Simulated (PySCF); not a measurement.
CCrO, SMILES [O+]#[C-]->[Cr] (connectivity only; charge and spin as stated), neutral, multiplicity 7. Atoms are numbered in the order given.

```xyz
3

Cr     0.0302     1.0168     0.0000
O      0.2062    -2.1588     0.0000
C     -0.3958    -1.1887     0.0000
```
Charge 0, spin multiplicity 7.

Geometry optimised at B3LYP-D3(BJ)/def2-TZVP. The multiplicity is an assumed one; other spin states were not compared.

Method: TDA-LC-ωPBE/def2-TZVPD (PySCF).

Vertical excitations. Gas-phase values at a fixed geometry.

Computed lowest excited states:
```csv
state,energy (eV),λ (nm),f,main pairs
root 1,1.47,846,0.025,α HOMO→LUMO+1 83 %
root 2,1.64,758,0.090,α HOMO→LUMO 83 %
root 3,2.47,502,0.018,"α HOMO−1→LUMO 68 %, α HOMO−2→LUMO+1 15 %"
root 4,2.50,495,0.006,"α HOMO−2→LUMO 60 %, α HOMO−1→LUMO+1 16 %, α HOMO−4→LUMO 11 %"
root 5,2.58,480,0.020,"α HOMO−5→LUMO 45 %, α HOMO→LUMO+2 16 %, α HOMO−2→LUMO+1 10 %, α HOMO−4→LUMO+1 8 %"
root 6,2.58,480,0.002,"α HOMO−4→LUMO 48 %, α HOMO−2→LUMO 24 %, α HOMO−1→LUMO+1 8 %, α HOMO−5→LUMO+1 8 %"
root 7,2.59,478,0.002,"α HOMO−3→LUMO 62 %, α HOMO−2→LUMO+1 13 %, α HOMO−5→LUMO 13 %"
root 8,2.65,468,0.012,"α HOMO−3→LUMO+1 40 %, α HOMO−1→LUMO+1 23 %, α HOMO−4→LUMO 13 %"
root 9,2.72,456,0.023,"α HOMO−4→LUMO+1 32 %, α HOMO→LUMO+2 27 %, α HOMO−3→LUMO 14 %, α HOMO−2→LUMO+1 9 %"
root 10,2.75,451,0.014,"α HOMO−3→LUMO+1 36 %, α HOMO−1→LUMO+1 25 %, α HOMO−5→LUMO+1 22 %"
```
Unrestricted roots are not spin-pure.
